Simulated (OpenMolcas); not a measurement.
## Pd VI: effect of the basis set

```
Program             : OpenMolcas
Method              : SS-CASPT2, IPEA 0.25 Eh, imaginary shift 0.1 Eh (closed shells correlated: 4s 4p)
Active space        : 5 electrons in 5 orbitals (4d)
State averaging     : 2S+1 = 6 even, 1 root; 2S+1 = 4 even, 24 roots; 2S+1 = 2 even, 75 roots
Spin-orbit coupling : RASSI with atomic mean-field integrals over the reference wave functions, term energies averaged over their components
```

A. ANO-R1 [6s4p3d1f], X2C, finite nucleus; CASPT2 step roughly 9 core-seconds
B. ANO-RCC-VDZP [6s5p3d1f], DKH2, point nucleus; CASPT2 step roughly 6 core-seconds
C. ANO-R2 [7s5p4d2f1g], X2C, finite nucleus; CASPT2 step about 11 core-seconds
D. ANO-RCC-VTZP [7s6p4d2f1g], DKH2, point nucleus; CASPT2 step of the order of 30 core-seconds
E. ANO-R3 [8s6p5d3f2g1h], X2C, finite nucleus; CASPT2 step roughly 30 core-seconds
F. ANO-RCC-VQZP [8s7p5d3f2g1h], DKH2, point nucleus; CASPT2 step of the order of 40 core-seconds

Energies in cm-1 above 4d5 6S 5/2.

```tsv
Level	A	B	C	D	E	F
4d5 6S 5/2	0.0	0.0	0.0	0.0	0.0	0.0
4d5 4G 5/2	30250	30340	28680	28610	28560	28670
4d5 4G 7/2	30940	31010	29260	29210	29100	29210
4d5 4G 11/2	31150	31220	29450	29410	29270	29380
4d5 4G 9/2	31310	31380	29590	29550	29410	29520
4d5 4P 3/2 [55 %]	33150	33300	32020	31910	32020	32160
4d5 4P 1/2 [66 %]	34310	34450	33270	33170	33240	33380
4d5 4D 7/2	36810	36950	34810	34730	34730	34860
4d5 4D 1/2 [67 %]	38270	38390	36480	36410	36340	36470
4d5 4D 5/2 [55 %]	38820	38940	37150	37080	37020	37160
4d5 4D 3/2 [54 %]	39040	39160	37390	37320	37230	37360
4d5 2I 11/2	45110	45170	42810	42740	42530	42680
4d5 2I 13/2	46310	46350	43890	43830	43550	43690
4d5 2D 3/2(1) [53 %]	48050	48200	46280	46160	46220	46420
4d5 4F 9/2 [70 %]	49750	49890	47360	47240	47290	47490
4d5 4F 5/2	51030	51150	48720	48620	48620	48810
4d5 2F 7/2(1) [55 %]	52380	52480	50460	50360	50240	50440
4d5 4F 3/2 [53 %]	53050	53170	50920	50840	50730	50920
4d5 2G 7/2(1)	56190	56330	53430	53320	53180	53380
4d5 2H 11/2	57290	57380	55090	55010	54740	54940
4d5 2F 7/2(2)	59700	59880	56630	56560	56460	56620
4d5 2S 1/2	64070	64300	60760	60680	60640	60910
4d5 2D 3/2(2)	71580	71830	68450	68310	68350	68620
4d5 2D 5/2(2)	72570	72810	69370	69250	69230	69480
```

Among A to F the level of the table that moves most is 4d5 2S 1/2, by 3700 cm-1 (lowest in E, highest in B). Moves below CASPT2's spread within the term are not significant.

Term energies are means over components that CASPT2 splits; among the terms shown or strongly mixed into the levels shown the widest spread is 290 cm-1 (4d5 4F, D). The CASPT2 spread within a term exceeds the gap to the next term for 4d5 4F and 4d5 2F(1), so the order of their levels is uncertain, and so are names and mixing where such terms share a J (holds for A; B). The basis is small and was not contracted for so high a charge (holds for A; B). Only configurations of the active space appear. Levels that lie high or do not pair safely by name in every column are left out.

A share in square brackets marks a mixed level and gives the weight of the term that names it, the lowest over the columns. A number in round brackets counts repeated terms of one configuration in the order of the reference energies.
